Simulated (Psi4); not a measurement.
phosphoric acid (H$_{3}$O$_{4}$P), singlet, geometry from GFN2-xTB; CCSD(T)/STO-3G in Psi4.

Here is a job for Psi4.
```
memory 2 GB

molecule {
0 1
  O     0.49639997    0.07749188    1.46274063
  P     0.07763513   -0.00187854   -0.06678288
  O     1.18776102   -0.02874031   -1.02172942
  O    -0.88586825   -1.26330432   -0.10643158
  O    -0.92691551    1.21766505   -0.22393643
  H     1.27103163    0.62878945    1.55130795
  H    -0.37287092   -2.04878771   -0.28441190
  H    -1.03370548    1.42327804   -1.15029845
}

set basis sto-3g

energy('ccsd(t)')
print_variables()
```

The log (banner, timings and long lists left out):

```
   => Loading Basis Set <=

    Name: STO-3G
    Role: ORBITAL
    Keyword: BASIS

         ---------------------------------------------------------
                                   SCF
               by Justin Turney, Rob Parrish, Andy Simmonett
                          and Daniel G. A. Smith
                              RHF Reference
         ---------------------------------------------------------

  ==> Geometry <==

    Molecular point group: c1
    Full point group: C1

    Geometry (in Angstrom), charge = 0, multiplicity = 1:

       Center              X                  Y                   Z               Mass
    ------------   -----------------  -----------------  -----------------  -----------------
         O            0.494249091452     0.077543923226     1.464590846956    15.994914619570
         P            0.075484251452    -0.001826496774    -0.064932663044    30.973761998420
         O            1.185610141452    -0.028688266774    -1.019879203044    15.994914619570
         O           -0.888019128548    -1.263252276774    -0.104581363044    15.994914619570
         O           -0.929066388548     1.217717093226    -0.222086213044    15.994914619570
         H            1.268880751452     0.628841493226     1.553158166956     1.007825032230
         H           -0.375021798548    -2.048735666774    -0.282561683044     1.007825032230
         H           -1.035856358548     1.423330083226    -1.148448233044     1.007825032230

  Running in c1 symmetry.

  Rotational constants: A =      0.15090  B =      0.15090  C =      0.15045 [cm^-1]
  Rotational constants: A =   4523.84322  B =   4523.84320  C =   4510.49390 [MHz]
  Nuclear repulsion =  281.653592056434150

  Charge       = 0
  Multiplicity = 1
  Electrons    = 50
  Nalpha       = 25
  Nbeta        = 25

  ==> Algorithm <==

  SCF Algorithm Type is PK.
  DIIS enabled.
  MOM disabled.
  Fractional occupation disabled.
  Guess Type is SAD.
  Energy threshold   = 1.00e-08
  Density threshold  = 1.00e-08
  Integral threshold = 1.00e-12

  ==> Primary Basis <==

  Basis Set: STO-3G
    Blend: STO-3G
    Number of shells: 20
    Number of basis functions: 32
    Number of Cartesian functions: 32
    Spherical Harmonics?: true
    Max angular momentum: 1

  ==> Integral Setup <==

  Using in-core PK algorithm.
   Calculation information:
      Number of atoms:                   8
      Number of AO shells:              20
      Number of primitives:             60
      Number of atomic orbitals:        32
      Number of basis functions:        32

      Integral cutoff                 1.00e-12
      Number of threads:                 1

  Performing in-core PK
  Using 279312 doubles for integral storage.
  We computed 20067 shell quartets total.
  Whereas there are 22155 unique shell quartets.

  ==> DiskJK: Disk-Based J/K Matrices <==

    J tasked:                  Yes
    K tasked:                  Yes
    wK tasked:                  No
    Schwarz Cutoff:          1E-12

  Minimum eigenvalue in the overlap matrix is 2.9475608642E-01.
  Reciprocal condition number of the overlap matrix is 1.4567881650E-01.
    Using symmetric orthogonalization.

  ==> Pre-Iterations <==

  SCF Guess: Superposition of Atomic Densities via on-the-fly atomic UHF (no occupation information).

   -------------------------
    Irrep   Nso     Nmo
   -------------------------
     A         32      32
   -------------------------
    Total      32      32
   -------------------------

  ==> Iterations <==

                        Total Energy        Delta E     RMS |[F,P]|

   @RHF iter SAD:  -631.72646992358125   -6.31726e+02   0.00000e+00
   @RHF iter   1:  -633.63011383882986   -1.90364e+00   1.74388e-02 DIIS/ADIIS
   @RHF iter   2:  -633.86413307305577   -2.34019e-01   5.84405e-03 DIIS/ADIIS
   @RHF iter   3:  -633.88589598229828   -2.17629e-02   1.72339e-03 DIIS/ADIIS
   @RHF iter   4:  -633.88827597339071   -2.37999e-03   4.63141e-04 DIIS/ADIIS
[...]
  @RHF Final Energy:  -633.88864187905961
    Total Energy =                       -633.8886418790596053
[...]
     4        -0.214725102707968    3.278e-03    0.011789    0.053354    0.053354    0.142304
     5        -0.214748842699909    1.158e-03    0.011915    0.053884    0.053884    0.142478
     6        -0.214744243697933    3.028e-04    0.011944    0.054003    0.054003    0.142497
     7        -0.214740511517349    8.091e-05    0.011945    0.054009    0.054009    0.142492
     8        -0.214740492924488    3.038e-05    0.011945    0.054009    0.054009    0.142491
     9        -0.214741037846786    8.092e-06    0.011945    0.054010    0.054010    0.142491
    10        -0.214741006417505    2.717e-06    0.011945    0.054011    0.054011    0.142491
    11        -0.214741056761468    1.056e-06    0.011945    0.054011    0.054011    0.142491
    12        -0.214741001194622    3.399e-07    0.011945    0.054011    0.054011    0.142491
    13        -0.214740994041978    1.229e-07    0.011945    0.054011    0.054011    0.142491
    14        -0.214740994119067    3.670e-08    0.011945    0.054011    0.054011    0.142491

    Iterations converged.

    Largest TIA Amplitudes:
             24   1         0.0416514567
             23   2         0.0416514564
             18   1         0.0281504629
             17   2         0.0281504623
             19   0         0.0153395175
             22   6        -0.0145018644
             16   0         0.0138019097
             22   3        -0.0131235850
             15   1        -0.0102321545
             14   2        -0.0102321541

    Largest TIjAb Amplitudes:
     24  24   1   1        -0.0441250397
     23  23   2   2        -0.0441250391
     22  22   3   3        -0.0373438431
     22  23   3   2        -0.0341771478
     23  22   2   3        -0.0341771478
     22  24   3   1        -0.0341771476
     24  22   1   3        -0.0341771476
     23  24   2   1        -0.0324031754
     24  23   1   2        -0.0324031754
     15  15   5   5        -0.0283277025

    SCF energy       (wfn)                    = -633.888641879059605
    Reference energy (file100)                = -633.888641879059719

    Opposite-spin MP2 correlation energy      =   -0.146705662791768
    Same-spin MP2 correlation energy          =   -0.034792834232574
    Singles MP2 correlation energy            =   -0.000000000000000
    MP2 correlation energy                    =   -0.181498497024342
      * MP2 total energy                      = -634.070140376084055

    Opposite-spin CCSD correlation energy     =   -0.180903303380049
    Same-spin CCSD correlation energy         =   -0.033837690739017
    Singles CCSD correlation energy           =    0.000000000000000
    CCSD correlation energy                   =   -0.214740994119067
      * CCSD total energy                     = -634.103382873178816

            **************************
            *                        *
            *        CCTRIPLES       *
            *                        *
            **************************

    Wave function   =    CCSD_T
    Reference wfn   =      RHF

    Nuclear Rep. energy (wfn)                =  281.653592056434150
    SCF energy          (wfn)                = -633.888641879059605
    Reference energy    (file100)            = -633.888641879059719
    CCSD energy         (file100)            =   -0.214740994119067
    Total CCSD energy   (file100)            = -634.103382873178816

    Number of ijk index combinations:             2925
    Approx. words needed per explicit thread:            1372
    Number of threads for explicit ijk threading:    1

    MKL num_threads set to 1 for explicit threading.

    (T) energy                                =   -0.009736066406779
      * CCSD(T) total energy                  = -634.113118939585547

  Variable Map:
  ----------------------------------------------------------------------------
[...]
  Array Variable Map:
  ----------------------------------------------------------------------------
[...]
[...]
```
